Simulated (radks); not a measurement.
The numbers below are computed, except where a source is named.
The nuclear charge of the oxygen ion O+ is varied continuously with 7 electrons held in [He] 2s2 2p3. Code: a radial shooting solver on a logarithmic mesh with Libxc functionals. Model: scalar-relativistic Kohn-Sham, PBEsol, spin-unpolarised, spherical densities, finite nucleus; Fermi nuclear charge, rms radius 2.6991 fm. By the Hellmann-Feynman theorem dE/dZ = E(electron-nucleus)/Z, the electronic potential at the nucleus (averaged over a nucleus of fixed radius). The scalar-relativistic energy here is not variational (the density holds large components alone), so the two differ by a part that grows with Z.

| Z | E (hartree) | E(electron-nucleus)/Z (hartree) | HOMO | e(HOMO) (eV) | <r> HOMO (bohr) |
|---|---|---|---|---|---|
| 7.5 | -63.78444 | -19.9055 | 2p | -14.776 | 1.266 |
| 7.6 | -65.79149 | -20.2336 | 2p | -16.548 | 1.231 |
| 7.7 | -67.83135 | -20.5615 | 2p | -18.393 | 1.198 |
| 7.8 | -69.90400 | -20.8893 | 2p | -20.311 | 1.167 |
| 7.9 | -72.00943 | -21.2170 | 2p | -22.301 | 1.138 |
| 8 | -74.14764 | -21.5447 | 2p | -24.362 | 1.110 |
| 8.1 | -76.31861 | -21.8723 | 2p | -26.495 | 1.084 |
| 8.2 | -78.52235 | -22.1999 | 2p | -28.700 | 1.059 |
| 8.3 | -80.75885 | -22.5274 | 2p | -30.975 | 1.035 |
| 8.4 | -83.02811 | -22.8549 | 2p | -33.322 | 1.013 |
| 8.5 | -85.33011 | -23.1823 | 2p | -35.739 | 0.9910 |
| 8.6 | -87.66487 | -23.5097 | 2p | -38.226 | 0.9704 |
| 8.7 | -90.03238 | -23.8371 | 2p | -40.784 | 0.9508 |
| 8.8 | -92.43263 | -24.1645 | 2p | -43.412 | 0.9319 |
| 8.9 | -94.86562 | -24.4919 | 2p | -46.110 | 0.9138 |
| 9 | -97.33137 | -24.8193 | 2p | -48.877 | 0.8965 |

The central difference of E at Z = 8 is -21.546 hartree, to compare with the third column; the second derivative is -3.28 hartree.
